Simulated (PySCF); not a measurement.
Run record: geometry optimisation, `[I][V]([I])([I])[I]` [radical].

Computed with PBE0-D3(BJ)/def2-SVP geometry optimisation, gas phase, def2 core potentials past Kr (PySCF 2.14.0). Start geometry: GFN2-xTB. The input is one job of a driver script: a line of settings, then coordinates in Å.

Input:
```
{"job": {"xc": "PBE0", "basis": "def2-SVP", "d3": "d3bj", "grid": 1, "maxiter": 40, "kind": "geom"}, "charge": 0, "multiplicity": 2}
V      0.000420    -0.000300     0.000040
I      0.010060    -0.015420     2.523620
I      2.376300     0.010280    -0.850410
I     -1.197220     2.063700    -0.823500
I     -1.189550    -2.058270    -0.849740
```

Output:
```
step   0  E = -2134.71517804  max force = 0.008623
step   1  E = -2134.71633249  max force = 0.003606
step   2  E = -2134.71653817  max force = 0.000501
step   3  E = -2134.71655504  max force = 0.000308
step   4  E = -2134.71656735  max force = 0.000062
optimisation converged
```

Energies in Eh; «max force» is the largest Cartesian gradient component in Eh/bohr.

Task: How much energy does the optimisation release, in kJ/mol?

Result: E(step 0) − E(last step) = 0.001389 Eh, which is 3.6 kJ/mol.

Task: Give the first gradient maximum in eV/Å.

Result: With 1 Eh/bohr = 51.422 eV/Å, 0.443 eV/Å.

Main results: final energy -2134.71657 Eh after 4 steps; dipole 0.01 D.

Task: Estimate the wall time. Hardware: an Arm Neoverse V2 with one thread, no GPU, on a shared host.

Result: About 2.6 min.
Labels such as C1 count atoms from 1, the log's own numbers from 0.

Neither the SCF state along the optimisation nor the shape of the open-shell metal species was proved the lowest: other solutions of the same spin, or a structure of lower symmetry, can lie below.
